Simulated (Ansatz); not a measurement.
Molecule: C₂Cl₂F₃, charge 0, multiplicity 2. It need not be the lowest isomer of its formula. 
Geometry from a B3LYP-D3(BJ)/def2-TZVP (Ansatz, an electronic-structure program) optimisation:
```
C
F 1 1.3399
F 1 1.3399 2 108.36
F 1 1.3523 2 107.26 3 115.49
C 1 1.5029 2 110.88 4 122.61
Cl 5 1.6969 1 118.11 2 161.88
Cl 5 1.6969 1 118.11 2 -41.46
```
Charge 0, spin multiplicity 2.

Quantity: atomisation energy (electronic, to ground-state atoms), in kcal/mol. Correlated levels leave the core frozen unless marked. Open shells are spin-unrestricted. No spin-orbit coupling. No relativistic terms. The coupled-cluster limit lacks core correlation, which all-electron functionals hold. CBS marks a two-point X^-3 extrapolation of the correlation energy; Hartree-Fock from the larger set. [CCSD(T)-MP2]/basis is that difference in the basis named.

```
level                        program  atomisation energy (kcal/mol)
--------------------  --------------  -----------------------------
HF/6-31G                      Ansatz                          285.2
HF/cc-pV(D+d)Z                Ansatz                          371.8
HF/cc-pV(T+d)Z                Ansatz                          388.4
SVWN5/def2-TZVPD              Ansatz                          763.2
PBE/def2-TZVPD                Ansatz                          643.1
revPBE-D4/def2-TZVPD  Ansatz + dftd4                          618.4
r2SCAN-D4/def2-TZVPD  Ansatz + dftd4                          618.0
```

### Question
Predict the RI-MP2/CBS(cc-pV(T+d)Z,cc-pV(Q+d)Z)+[CCSD(T)-MP2]/cc-pV(T+d)Z result (Ansatz).

### Answer
602.0 kcal/mol, so r2SCAN-D4/def2-TZVPD differs from it by 16.0 kcal/mol.
